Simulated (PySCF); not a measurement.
A structure optimised at PBE0-D3(BJ)/def2-SVP, used in a PySCF frequency run:

```xyz
13

Se    -0.3588     0.1003     0.7168
C      0.5798    -1.0867    -0.5616
C      0.9658    -2.3291     0.2247
C      1.7598    -0.3966    -1.2119
H     -0.1755    -1.3456    -1.3203
H      1.4613    -3.0538    -0.4410
H      1.6739    -2.0851     1.0333
H      0.0900    -2.8251     0.6701
H      1.4466     0.5238    -1.7265
H      2.2235    -1.0626    -1.9590
H      2.5233    -0.1322    -0.4638
S     -0.9233     1.7615    -0.6139
H     -2.1050     1.2616    -1.0494
```
Charge 0, spin multiplicity 1.

Write its SMILES and formula.

CC(C)[Se]S, C3H8SSe

What are its rotational constants (standard atomic weights)?

4.0338, 1.7073, 1.3003 GHz
